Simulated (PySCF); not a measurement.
From one molecule to another.

First species: C6H14S2Si.
SMILES with atom numbers: `[CH3:1][C:2]([CH3:3])([CH3:4])[SiH:5]1[S:6][CH2:7][CH2:8][S:9]1` (hydrogens: H10, H11, H12 on C1; H13, H14, H15 on C3; H16, H17, H18 on C4; H19 on Si5; H20, H21 on C7; H22, H23 on C8)

Structure used (GFN2-xTB), in Å, numbered top down from 1:
```
atom  x, y, z in Å
C1    -2.1776   -0.3401    1.2347
C2    -1.3200   -0.0878   -0.0029
C3    -2.0815    0.8062   -0.9787
C4    -0.9984   -1.4221   -0.6821
Si5    0.2794    0.7956    0.5414
S6     1.6015    1.1753   -1.1070
C7     3.0998    0.8284   -0.1314
C8     2.9544   -0.4647    0.6338
S9     1.5517   -0.3996    1.8016
H10   -1.6421   -0.9513    1.9577
H11   -3.0959   -0.8576    0.9613
H12   -2.4446    0.5984    1.7150
H13   -1.4751    1.0250   -1.8551
H14   -2.9954    0.3132   -1.3074
H15   -2.3526    1.7483   -0.5076
H16   -1.9188   -1.9211   -0.9821
H17   -0.3926   -1.2648   -1.5732
H18   -0.4608   -2.0827   -0.0036
H19    0.0451    2.0558    1.2469
H20    3.2673    1.6688    0.5421
H21    3.9230    0.7640   -0.8423
H22    3.8427   -0.6585    1.2341
H23    2.7857   -1.3018   -0.0436
```

Second species: propylene sulfide, C3H6S.
Geometry (GFN2-xTB, Å), atoms numbered from 1 in this order:
```xyz
10
C3H6S angstrom
C     -1.255   -0.091   -0.014
C      0.176   -0.289   -0.430
C      1.264    0.448    0.253
S      1.226   -1.314    0.631
H     -1.322    0.054    1.062
H     -1.666    0.785   -0.514
H     -1.854   -0.958   -0.285
H      0.314   -0.498   -1.486
H      1.004    1.094    1.081
H      2.122    0.774   -0.320
```

Levels: PBE0/pcSseg-1 for HOMO energy, LUMO energy and HOMO–LUMO gap. Geometries: GFN2-xTB. All species are isolated and taken at one optimised geometry, non-relativistic unless stated. Electronic properties by PySCF.

```json
{"property": "HOMO energy", "column X": "-6.88 eV", "column Y": "-6.46 eV"}
{"property": "LUMO energy", "column X": "-0.20 eV", "column Y": "0.46 eV"}
{"property": "HOMO–LUMO gap", "column X": "6.68 eV", "column Y": "6.92 eV"}
```

Task: Which column belongs to which species?

Result: Column X is the first species and column Y the second. The first has 23 atoms and 96 electrons, the second 10 and 40.

Task: How does each property change from the first species to the second?

Result: HOMO energy +0.42 eV; LUMO energy +0.66 eV; HOMO–LUMO gap +0.24 eV.

One conformer stands for the species.
